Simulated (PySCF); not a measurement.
Isomers of C9H11OP, mass 166.055 u with the commonest isotopes. Level of theory: PBE0/pcSseg-1 in PySCF (dipole) on a GFN2-xTB geometry, gas phase. One conformer each, none proved a minimum here; rigid rotors.

Problem. Order these by out-of-plane moment Σ m c² = (Ia + Ib − Ic)/2, largest first.
A. `[CH:1]#[C:2][CH2:3][P:4]([CH2:5][CH3:6])[c:7]1[cH:8][cH:9][cH:10][o:11]1` with C2–C3–P4–C5 69°, C3–P4–C5–C6 174°, C3–P4–C7–C8 138°
B. `[OH:1][CH2:2][P:3]1[CH2:4][CH2:5][c:6]2[cH:7][cH:8][cH:9][cH:10][c:11]21` with H–O1–C2–P3 -63°, O1–C2–P3–C4 -71°, C2–P3–C4–C5 -77°, P3–C4–C5–C6 -23°, C4–C5–C6–C7 -165°, C2–P3–C11–C10 -94°
C. `[CH2:1]=[CH:2][CH:3]1[CH:4]=[CH:5][P:6]([C:7]([CH3:8])=[O:9])[CH:10]=[CH:11]1` with C1–C2–C3–C4 -120°, C5–P6–C7–C8 -50°, C2–C3–C4–C5 -81°, C4–C5–P6–C7 -133°, C5–P6–C10–C11 32°, C2–C3–C11–C10 80°

Solution. A (79.02 u·Å²), B (70.99 u·Å²), C (64.80 u·Å²).

Problem. Order these by rotational constant B, largest first.
A. `[CH:1]#[C:2][CH2:3][P:4]([CH2:5][CH3:6])[c:7]1[cH:8][cH:9][cH:10][o:11]1` with C2–C3–P4–C5 69°, C3–P4–C5–C6 174°, C3–P4–C7–C8 138°
B. `[OH:1][CH2:2][P:3]1[CH2:4][CH2:5][c:6]2[cH:7][cH:8][cH:9][cH:10][c:11]21` with H–O1–C2–P3 -63°, O1–C2–P3–C4 -71°, C2–P3–C4–C5 -77°, P3–C4–C5–C6 -23°, C4–C5–C6–C7 -165°, C2–P3–C11–C10 -94°
C. `[CH2:1]=[CH:2][CH:3]1[CH:4]=[CH:5][P:6]([C:7]([CH3:8])=[O:9])[CH:10]=[CH:11]1` with C1–C2–C3–C4 -120°, C5–P6–C7–C8 -50°, C2–C3–C4–C5 -81°, C4–C5–P6–C7 -133°, C5–P6–C10–C11 32°, C2–C3–C11–C10 80°

Solution. B (695.2 MHz), A (622.6 MHz), C (576.1 MHz).

Problem. Order these by rotational constant A, largest first.
A. `[OH:1][CH2:2][P:3]1[CH2:4][CH2:5][c:6]2[cH:7][cH:8][cH:9][cH:10][c:11]21` with H–O1–C2–P3 -63°, O1–C2–P3–C4 -71°, C2–P3–C4–C5 -77°, P3–C4–C5–C6 -23°, C4–C5–C6–C7 -165°, C2–P3–C11–C10 -94°
B. `[CH2:1]=[CH:2][CH:3]1[CH:4]=[CH:5][P:6]([C:7]([CH3:8])=[O:9])[CH:10]=[CH:11]1` with C1–C2–C3–C4 -120°, C5–P6–C7–C8 -50°, C2–C3–C4–C5 -81°, C4–C5–P6–C7 -133°, C5–P6–C10–C11 32°, C2–C3–C11–C10 80°
C. `[CH:1]#[C:2][CH2:3][P:4]([CH2:5][CH3:6])[c:7]1[cH:8][cH:9][cH:10][o:11]1` with C2–C3–P4–C5 69°, C3–P4–C5–C6 174°, C3–P4–C7–C8 138°

Solution. B (2389 MHz), A (1915 MHz), C (1666 MHz).

| SMILES | point group | Ia (u·Å²) | Ib (u·Å²) | Ic (u·Å²) | κ | μa (D) | μb (D) | μc (D) |
| --- | --- | --- | --- | --- | --- | --- | --- | --- |
| C=CC1C=CP(C(C)=O)C=C1 | C1 | 211.58 | 877.29 | 959.26 | -0.95 | 1.09 | 2.31 | 0.88 |
| C#CCP(CC)c1ccco1 | C1 | 303.35 | 811.70 | 957.01 | -0.83 | 1.50 | 0.11 | 0.84 |
| OCP1CCc2ccccc21 | C1 | 263.94 | 726.98 | 848.94 | -0.85 | 0.90 | 0.02 | 0.16 |
